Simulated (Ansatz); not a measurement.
Species: CdH, net charge 0, doublet state. SMILES: [CdH]

Atoms: Cd1, H2. Bonds: Cd1-H2.

Bond lengths (Å) and angles (degrees) optimised at HF/STO-3G with Ansatz (a quantum-chemistry and plane-wave program); HF/6-31G* with LANL2DZ past Ar with Ansatz; PBE/6-31G* with LANL2DZ past Ar with Ansatz; B3LYP/LANL2DZ with Ansatz, each started from the B3LYP-D3(BJ)/def2-TZVP structure (Ansatz) of the last column. A row stands for all coordinates that are equal there. 6-31G* holds six Cartesian d functions.

```
coordinate  HF/STO-3G  HF/6-31G* with LANL2DZ past Ar  PBE/6-31G* with LANL2DZ past Ar  B3LYP/LANL2DZ  B3LYP-D3(BJ)/def2-TZVP
----------  ---------  ------------------------------  -------------------------------  -------------  ----------------------
Cd1-H2          1.561                           1.792                            1.904          1.885                   1.799
```

Mean signed difference of all 1 bond lengths from B3LYP-D3(BJ)/def2-TZVP: HF/STO-3G -0.238 Å, HF/6-31G* with LANL2DZ past Ar -0.007 Å, PBE/6-31G* with LANL2DZ past Ar 0.106 Å, B3LYP/LANL2DZ 0.086 Å.
